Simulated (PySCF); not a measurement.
## [CH7ClFPSi2]+: g tensor and hyperfine couplings

Species: CH7ClFPSi2 (charge +1 and doublet state).
Cartesian coordinates in Å at the GFN2-xTB level; atoms count from 1:
```xyz
13
CH7ClFPSi2 angstrom
F      0.2830    0.5346   -1.7226
C      1.3752    0.3013   -0.9192
Cl     1.5513    1.7159    0.1670
Si     1.0186   -1.2600    0.1863
Si    -0.9528   -0.4307    1.3048
P     -2.0117    1.0530   -0.0773
H      2.2469    0.2627   -1.5742
H      2.1450   -1.4217    1.0979
H      0.7341   -2.3932   -0.6959
H     -2.0097   -1.4229    1.5246
H     -0.7360    0.3732    2.5082
H     -2.3424    0.5258   -1.3138
H     -1.3058    2.1626   -0.5034
```

The hyperfine couplings belong to this conformer and change with its torsions.

The species is `[C@@H](F)([SiH2][SiH2][PH2+])Cl` [radical] (charge +1).

The calculation used UKS B3LYP, pcH-1 on C Cl F H P Si, non-relativistic, mean-field spin-orbit, GIAO in PySCF 2.14.0. Geometry: GFN2-xTB, one conformer, isolated ion. Couplings are sensitive to structure, and on GFN2-xTB geometries they can be far from those on DFT ones, by a factor of two or more for some ions and for spin on atoms past the first row. Stability of the SCF solution: not tested.

```
g1, g2, g3        : 2.00225, 2.00925, 2.01718
g_iso             : 2.00956
Form of g         : rhombic: the two nearest values differ by 47 % of g3 − g1
⟨S²⟩              : 0.7536 (exact 0.7500)
α and β electrons : 41, 40
```

Isotropic coupling and dipolar principal values T1 to T3, in mT; ρ(0) is the spin density at the nucleus (MHz turned into mT with g_iso):

```csv
atom,isotope,a_iso,of which spin–orbit,T1,T2,T3,Mulliken spin population,ρ(0) (bohr⁻³)
F1,19F,2.96,0.05,-1.83,-1.81,3.64,0.02,0.0194
C2,13C,-0.15,0.00,-0.03,-0.02,0.06,0.00,-0.0038
Cl3,35Cl,0.04,0.01,-0.13,-0.13,0.27,0.02,0.0022
Si4,29Si,-0.71,0.00,-0.80,0.39,0.41,0.08,0.0223
Si5,29Si,0.95,-0.01,-0.85,0.30,0.55,0.02,-0.0302
P6,31P,24.52,-0.07,-10.30,-10.03,20.34,0.86,0.3818
H7,1H,0.71,0.00,-0.04,-0.03,0.08,0.01,0.0044
H8,1H,0.84,0.00,-0.06,-0.01,0.07,0.01,0.0053
H9,1H,0.19,0.00,-0.05,-0.01,0.06,0.00,0.0012
H10,1H,0.08,0.00,-0.11,-0.04,0.15,0.00,0.0005
H11,1H,0.04,0.00,-0.11,-0.04,0.14,0.00,0.0003
H12,1H,0.07,0.00,-0.49,0.01,0.48,-0.01,0.0004
H13,1H,0.62,0.00,-0.48,-0.01,0.49,-0.01,0.0039
```

The largest Mulliken spin populations are on P6 (+0.86) and Si4 (+0.08). P6 is the only atom above +0.15. The angles at P6 add up to 330.6°, so it is pyramidal.

Under fast tumbling the dipolar parts average out, and these isotropic splittings remain (the largest six): 1 × 31P (P6, I = 1/2, 2 lines) with 24.52 mT, 1 × 19F (F1, I = 1/2, 2 lines) with 2.96 mT, 1 × 1H (H8, I = 1/2, 2 lines) with 0.84 mT, 1 × 1H (H7, I = 1/2, 2 lines) with 0.71 mT, 2 × 1H (H12/H13, I = 1/2, 3 lines) with 0.35 mT and 1 × 1H (H9, I = 1/2, 2 lines) with 0.19 mT.

Class means assume fast exchange of nuclei equivalent by connectivity; if that motion is slow, each nucleus keeps its own coupling. The 1H value of +9.7 MHz is a mean of couplings from 2.0 to 17.5 MHz in this one geometry, not an average over conformers.

Main isotope only: 35Cl (natural samples also hold 24 % 37Cl, magnetic too, which adds its own pattern).

The 29Si coupling of Si5 (26.6 MHz) shows only in satellite lines or after enrichment, since that isotope makes up about 4.7 % of natural silicon.
